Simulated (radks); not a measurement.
Ni+, 27 electrons, occupied as [Ar] 3d7 4s2 (not the ground configuration).

Calculated with a radial shooting solver on a logarithmic mesh with Libxc functionals: non-relativistic Kohn-Sham, r2SCAN, spin-unpolarised, spherical densities, point nucleus; meta-GGA in the generalised Kohn-Sham scheme.

Energy parts (hartree):
total: -1507.54862
kinetic: 1506.45411
electron-nucleus: -3582.70064
Hartree: 631.02117
exchange-correlation: -62.32327

Orbitals (lengths in bohr, moments of r in powers of bohr; <r^-3> diverges for s and p1/2):
| orbital | occ. | eigenvalue (hartree) | <r^-3> |
|---|---|---|---|
| 1s | 2 | -300.0591 | - |
| 2s | 2 | -36.38961 | - |
| 2p | 6 | -31.78425 | 598.0 |
| 3s | 2 | -4.71104 | - |
| 3p | 6 | -3.27765 | 76.50 |
| 3d | 7 | -0.91053 | 7.651 |
| 4s | 2 | -0.55253 | - |

The highest occupied level is 4s at -15.035 eV. Virial ratio -V/T = 2.00073.
